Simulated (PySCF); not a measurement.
## Static response to an electric field

Species: C5H10OSi.
Geometry (GFN2-xTB, Å), atoms numbered from 1 in this order:
```xyz
17
C5H10OSi angstrom
C      0.263    1.068   -0.890
C      0.269    0.134    0.053
O      1.369   -0.194    0.771
Si     2.905    0.334    0.788
C     -0.906   -0.678    0.456
C     -1.933   -1.117   -0.552
C     -2.291   -0.090    0.469
H      1.153    1.619   -1.134
H     -0.627    1.305   -1.440
H      3.428   -0.528    1.836
H      2.972    1.758    1.126
H      3.551    0.125   -0.510
H     -0.660   -1.377    1.245
H     -1.800   -0.799   -1.575
H     -2.346   -2.109   -0.454
H     -2.951   -0.373    1.275
H     -2.403    0.934    0.151
```

Level: CAM-B3LYP/def2-SVPD (PySCF), static field, nuclei fixed, core orbitals frozen in the response. The polarisability tensor in these axes (au):

```
x   98.45  4.79  4.26
y    4.79 79.86 -5.41
z    4.26 -5.41 79.79
```

**Question.** Give the principal values, the mean and the anisotropy Δα = √{½[(α1 − α2)² + (α2 − α3)² + (α1 − α3)²]}.

**Answer.** Principal values 72.81, 85.23 and 100.06 au; mean 86.03 au = 12.75 Å³ = 14.19 × 10⁻⁴⁰ C²·m²/J; Δα = 23.63 au (27 % of the mean).

**Question.** What is the dipole moment, and where does it point?

**Answer.** (-0.34, -0.05, -0.06) D, 0.35 D in size, pointing from the negative to the positive side. Measured along this direction, the outermost atoms are H10 at the negative end and H16 and H15 at the positive end.

**Question.** In TDDFT the mean static polarisability is Σ f/ω² over all singlet excitations (ω in hartree). How much of it do the 8 lowest give? Their energies (eV) and oscillator strengths: 6.18, 0.0119; 6.50, 0.1875; 6.82, 0.0171; 7.11, 0.0001; 7.18, 0.0131; 7.34, 0.0011; 7.56, 0.0408; 8.02, 0.0198.

**Answer.** They add up to 4.75 au, 5.5 % of the 86.03 au; the largest single term is 3.28 au, from the state at 6.50 eV. Terms in order: 0.23, 3.28, 0.27, 0.00, 0.19, 0.01, 0.53, 0.23 au. Higher excitations give the rest. The strengths listed sum to 0.291.

**Question.** Find the Langevin capture rate constant for O2+ (31.990 u) meeting this molecule (114.050 u), k = 2.342 × 10⁻⁹ cm³/s × √(α in Å³ / reduced mass in u).

**Answer.** The reduced mass is 24.98 u, so k = 1.67 × 10⁻⁹ cm³/s. The formula leaves out the permanent dipole, which adds to the capture rate.

**Question.** Molar refractivity from α?

**Answer.** Lorentz–Lorenz: R = (4π/3)N_A α = 2.5225 cm³/(mol·Å³) × 12.75 Å³ = 32.2 cm³/mol, in the limit of long wavelengths.

**Question.** Directions of the eigenvectors, and the extent of the frame along each?

**Answer.** Largest value along (0.97, 0.19, 0.15), where the nuclei span 6.25 Å; middle along (0.02, -0.70, 0.71), 3.79 Å; least along (-0.24, 0.69, 0.68), 2.53 Å. The response follows the extents in order.

**Question.** Rayleigh depolarisation ratio (linearly polarised light, static tensor)?

**Answer.** ρ = 3Δα²/(45ᾱ² + 4Δα²) = 1674.8/(333086 + 2233.1) = 0.00499.

Geometry: GFN2-xTB, one conformer, isolated molecule.
